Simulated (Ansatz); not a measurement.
Al2F2⁺. Total charge 1; doublet. Geometry r2SCAN-D4/def2-TZVP, that of the neutral singlet.

Cartesian coordinates in Å:
```
Al -0.7119 0.9842 0.8775
Al 0.7169 -0.9838 -0.8784
F -1.0184 2.3800 0.0261
F 1.0134 -2.3805 -0.0253
```

The structure comes from a short search, and lower isomers may exist.

(1) Estimate the α-spin orbital energies around the gap (eV) in Ansatz with PBE-D4/def2-TZVP, r2SCAN-D4/def2-TZVP, PBE0-D4/def2-TZVP.

Answers

(1) 
```
orbital  PBE-D4/def2-TZVP  r2SCAN-D4/def2-TZVP  PBE0-D4/def2-TZVP
 HOMO−5            -14.81               -15.20             -16.71
 HOMO−4            -14.74               -15.14             -16.65
 HOMO−3            -14.72               -15.13             -16.64
 HOMO−2            -14.72               -15.12             -16.64
 HOMO−1            -13.49               -13.78             -14.75
   HOMO            -11.84               -12.13             -12.81
   LUMO             -8.81                -8.78              -8.15
 LUMO+1             -8.53                -8.43              -7.80
 LUMO+2             -7.08                -6.96              -6.28
 LUMO+3             -6.40                -6.01              -5.61
 LUMO+4             -5.03                -4.57              -4.14
 LUMO+5             -4.65                -4.19              -3.82
 β HOMO            -13.10               -13.23             -14.13
 β LUMO            -10.71               -10.18              -9.96
```
